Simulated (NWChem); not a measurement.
Molecule: AlNH2F2; SMILES [NH2][Al]([F])[F]

```xyz
6

Al    -0.0004    -0.0353     0.0000
F     -1.4295    -0.8694     0.0000
F      1.4099    -0.9007     0.0000
N      0.0195     1.7134     0.0000
H      0.8593     2.2796     0.0000
H     -0.8066     2.2995     0.0000
```
Atoms are numbered in this order, from 1.

Computed with NWChem. Pople sets run with spherical d functions. Geometry: optimised at PBE0/def2-SVP. Vzz is the largest principal value of the second derivative of the potential at the nucleus (NWChem prints the opposite sign); η is the asymmetry. Non-relativistic.

```
level                  Vzz Al1 (a.u.)  η Al1  Vzz N4 (a.u.)  η N4
---------------------  --------------  -----  -------------  ----
Hartree-Fock/def2-SVP               ?   0.41              ?  0.54
Hartree-Fock/cc-pVTZ            1.070   0.37         -0.771  0.58
CAM-B3LYP/6-31G*                0.742   0.36         -0.796  0.47
CAM-B3LYP/def2-SVP              0.750   0.38         -0.826  0.49
```

### Question
What belongs in the gaps?

### Answer

- Hartree-Fock/def2-SVP, Vzz Al1 (a.u.): 0.824
- Hartree-Fock/def2-SVP, Vzz N4 (a.u.): -0.843
